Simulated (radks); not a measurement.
Values are calculated unless marked as measured or tabulated.
Cu+, configuration [Ar] 3d9 7f1 (not the ground configuration). Code: a radial shooting solver on a logarithmic mesh with Libxc functionals. Model: non-relativistic Kohn-Sham, PBE, spin-unpolarised, spherical densities, point nucleus.

Unscreened Slater integrals over Kohn-Sham orbitals (cm^-1).

integral    value
F0(7f,7f)  6164.7
F2(7f,7f)  3162.6
F4(7f,7f)  2250.2
F6(7f,7f)  1778.2
F0(7f,3d)  9696.1
F2(7f,3d)  199.02
F4(7f,3d)  44.647
G1(7f,3d)  39.781
G3(7f,3d)  22.450
G5(7f,3d)  15.301
F0(7f,3p)  9697.6
F2(7f,3p)  124.45
G2(7f,3p)  5.1935
G4(7f,3p)  3.3035
F0(7f,3s)  9697.7
G3(7f,3s)  2.7199
F0(3d,3d)  223480
F2(3d,3d)  101740
F4(3d,3d)   62983
F0(3d,3p)  241770
F2(3d,3p)  112990
G1(3d,3p)  139600
G3(3d,3p)   84403
F0(3d,3s)  245790
G2(3d,3s)  105240
F0(3p,3p)  264940
F2(3p,3p)  132210
F0(3p,3s)  269590
G1(3p,3s)  178280
F0(3s,3s)  274670

Derived for the open shells (J is the average intra-shell exchange parameter used in DFT+U). 3d: Racah B = F2/49 - 5 F4/441 = 1362 cm^-1, C = 35 F4/441 = 4999 cm^-1, C/B = 3.67, F4/F2 = 0.619, J = (F2 + F4)/14 = 11770 cm^-1. 7f: F4/F2 = 0.712, F6/F2 = 0.562, J = (286 F2 + 195 F4 + 250 F6)/6435 = 277.8 cm^-1.
